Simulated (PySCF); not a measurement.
Mean harmonic wavenumber (cm⁻¹) of eight silicon and germanium compounds: PBE-D3(BJ) beside PBE0-D3(BJ), computed with PySCF for isolated molecules in the bases named; differences from unrounded values. The eight are the first of their class met in an unordered collection, after screening for sound electronic states; none was chosen by its value. Each level has its own optimised geometry.

```tsv
molecule	basis	PBE0-D3(BJ)
C3H5NOSi, SMILES O(C#N)[SiH2]C=C	def2-SVP	1189
C2H6ClFSi, SMILES F[C@@H](Cl)C[SiH3]	def2-SVP	1207
Si(CF3)(F)(H)2 (CH2F4Si), SMILES F[SiH2]C(F)(F)F	def2-SVP	850
C₃H₁₀ClNSi, SMILES C[C@@H](N)[Si@H](C)Cl	def2-SVP	1364
C3H8ClFSi, SMILES CCC[Si@H](F)Cl	def2-SVP	1316
Ge(F)2(Br)(OH) (BrF2GeHO), SMILES [F][Ge]([F])([OH])[Br]	def2-SVP	714
CH3F3OSi, SMILES O[Si](F)(F)CF	def2-SVP	1065
Se(OH)(OSiH3) (H₄O₂SeSi), SMILES O[Se]O[SiH3]	def2-SVP	1067
```

**Question.** Estimate the PBE-D3(BJ) values and say how PBE-D3(BJ) differs from PBE0-D3(BJ) over the set. (The exact figures need the calculation; the answer reports its results.)

**Answer.** 
```json
[
 {"molecule": "C3H5NOSi, SMILES O(C#N)[SiH2]C=C", "PBE-D3(BJ)": "1145", "difference": "-44"},
 {"molecule": "C2H6ClFSi, SMILES F[C@@H](Cl)C[SiH3]", "PBE-D3(BJ)": "1164", "difference": "-43"},
 {"molecule": "Si(CF3)(F)(H)2 (CH2F4Si), SMILES F[SiH2]C(F)(F)F", "PBE-D3(BJ)": "812", "difference": "-38"},
 {"molecule": "C₃H₁₀ClNSi, SMILES C[C@@H](N)[Si@H](C)Cl", "PBE-D3(BJ)": "1320", "difference": "-45"},
 {"molecule": "C3H8ClFSi, SMILES CCC[Si@H](F)Cl", "PBE-D3(BJ)": "1274", "difference": "-42"},
 {"molecule": "Ge(F)2(Br)(OH) (BrF2GeHO), SMILES [F][Ge]([F])([OH])[Br]", "PBE-D3(BJ)": "682", "difference": "-32"},
 {"molecule": "CH3F3OSi, SMILES O[Si](F)(F)CF", "PBE-D3(BJ)": "1027", "difference": "-38"},
 {"molecule": "Se(OH)(OSiH3) (H₄O₂SeSi), SMILES O[Se]O[SiH3]", "PBE-D3(BJ)": "1023", "difference": "-44"}
]
```
PBE-D3(BJ) lies below PBE0-D3(BJ) in 8 and above it in 0 of the eight; the mean signed difference is -41 and the largest -45 cm⁻¹.
